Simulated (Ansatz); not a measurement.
Consider the isomerisation: `OC[SiH](F)S` → `OC(S)[SiH2]F`.

Calculated with Ansatz (gas phase, PBE0-D4/def2-TZVP geometries, no zero-point term in ΔE). CCSD(T)/CBS is the MP2 limit (def2-TZVPP, def2-QZVPP) plus CCSD(T) − MP2 in def2-TZVPP, frozen cores. One conformer a species, not always the lowest.

```json
{"species": "`OC[SiH](F)S`", "CCSD(T)/CBS(def2) energy (Eh)": "-902.97050"}
{"species": "`OC(S)[SiH2]F`", "CCSD(T)/CBS(def2) energy (Eh)": "-902.93155"}
```

**Question.** Work out ΔE.

**Answer.** ΔE = (-902.93155) − (-902.97050) = 0.03895 Eh = +1.06 eV.

Largest T1 diagnostic among the species: 0.012.
